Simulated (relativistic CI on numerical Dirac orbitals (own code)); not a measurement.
## Fe3+: K-beta X-ray emission

Computed with this model: Dirac-Coulomb-Breit CI, orbitals from a KLI potential per configuration, a model potential for QED, valence Slater integrals scaled by 0.8, multiplet model of X-ray emission after core ionisation; configurations [Ar] 3d5 → 1s 2s2 2p6 3s2 3p6 3d5 → [Ne] 3s2 3p5 3d5; 80 K; Lorentzian 1.6 eV and Gaussian 1 eV FWHM. Energies are those of the free ion, without screening or charge transfer. S is read from ⟨S²⟩ = S(S + 1).

Field parameters in Wybourne normalisation: Oh B⁴₀ = 21Dq, B⁴₄ = √(5/14) B⁴₀. The field is a parameter set, without covalency.

Peaks in eV (height, largest 100): 7042.2 (6), 7044.8 (8), 7047.8 (10), 7051.0 (9), 7060.6 (100).

(1) Which surroundings give this spectrum?
A. free ion
B. Oh, 10Dq = 25900 cm⁻¹
C. Oh, 10Dq = 40400 cm⁻¹

## Answers

(1) C. Oh, 10Dq = 40400 cm⁻¹, where the ground state has S = 0.50.
